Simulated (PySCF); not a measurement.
Isomers of C7H16N2Si, from PBE0-D3(BJ)/def2-SVP geometry optimisation, gas phase (PySCF 2.14.0). One conformer each, no zero-point energy, no frequencies.

Question: Which is lower in electronic energy at this level?
A. `[CH2:1]=[CH:2][CH2:3][N:4]([SiH3:5])[N:6]1[CH2:7][CH2:8][CH2:9][CH2:10]1` with C1–C2–C3–N4 115°, C2–C3–N4–Si5 95°, C3–N4–N6–C7 -119°, N4–N6–C7–C8 -166°, N6–C7–C8–C9 4°, C7–C8–C9–C10 20°, C8–C9–C10–N6 -37°: A = 1310, B = 926.1, C = 653.2 MHz, dipole 0.76 D
B. `[CH3:1][CH:2]([CH3:3])[C:4]1=[N:5][N:6]([SiH3:7])[CH2:8][C@@H:9]1[CH3:10]` with C1–C2–C4–N5 -52°, C4–N5–N6–Si7 -172°, N5–N6–C8–C9 20°, N6–C8–C9–C10 100°, C2–C4–C9–C8 -171°: A = 1613, B = 757.4, C = 601.3 MHz, dipole 2.24 D

Answer: B. That is `CC(C)C1=NN([SiH3])C[C@@H]1C`, 29.0 kcal/mol below the other.

| SMILES | mapped SMILES | E (Eh) | relative (kcal/mol) | relative (kJ/mol) | dipole (D) |
| --- | --- | --- | --- | --- | --- |
| CC(C)C1=NN([SiH3])C[C@@H]1C | [CH3:1][CH:2]([CH3:3])[C:4]1=[N:5][N:6]([SiH3:7])[CH2:8][C@@H:9]1[CH3:10] | -674.42997 | 0.0 | 0.0 | 2.24 |
| C=CCN([SiH3])N1CCCC1 | [CH2:1]=[CH:2][CH2:3][N:4]([SiH3:5])[N:6]1[CH2:7][CH2:8][CH2:9][CH2:10]1 | -674.38370 | 29.0 | 121.5 | 0.76 |

As drawn, the lower has a C=N bond, which the higher lacks; the higher has a C=C bond outside aromatic rings, which the lower lacks.
